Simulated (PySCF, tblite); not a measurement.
Isomers of C4H4N3 (doublet state), one GFN2-xTB conformer each. Single-point energies are computed at B3LYP/pcH-1 (PySCF, gas phase, no added dispersion term), electronic only. GFN2-xTB treats the open shell by occupation alone, and not every SCF solution was tested for stability.

```
                 SMILES  GFN2-xTB relative energy (kcal/mol)
[H]/[C]=N/C(CC#N)=N/[H]                                  6.3
   [H]/N=C(\[CH]C#N)N=C                                  0.0
```

Conformers: `[H]/[C:1]=[N:2]/[C:3](=[N:4]/[H])[CH2:5][C:6]#[N:7]` (doublet state) with C1–N2–C3–N4 -98°, N2–C3–C5–C6 57°; `[H]/[N:4]=[C:3](/[N:2]=[CH2:1])[CH:5][C:6]#[N:7]` (doublet state) with C1–N2–C3–N4 -58°, N2–C3–C5–C6 -11°.

Question: What does B3LYP/pcH-1 give for the same structures?

Answer: 
```
                 SMILES  B3LYP/pcH-1 E (Eh)  B3LYP/pcH-1 (kcal/mol)  GFN2-xTB (kcal/mol)  point group
   [H]/N=C(\[CH]C#N)N=C          -319.00320                     0.0                  0.0           C1
[H]/[C]=N/C(CC#N)=N/[H]          -318.97975                    14.7                  6.3           C1
```

Both levels put the same isomer lowest. 

Question: What happens when harmonic zero-point energies from GFN2-xTB frequencies are added?

Answer: 
```
                 SMILES  ZPE (kcal/mol)  electronic (kcal/mol)  with ZPE (kcal/mol)
   [H]/N=C(\[CH]C#N)N=C            45.7                    0.0                  0.0
[H]/[C]=N/C(CC#N)=N/[H]            46.0                   14.7                 15.1
```

The zero-point energies span 0.3 kcal/mol. The order is unchanged.
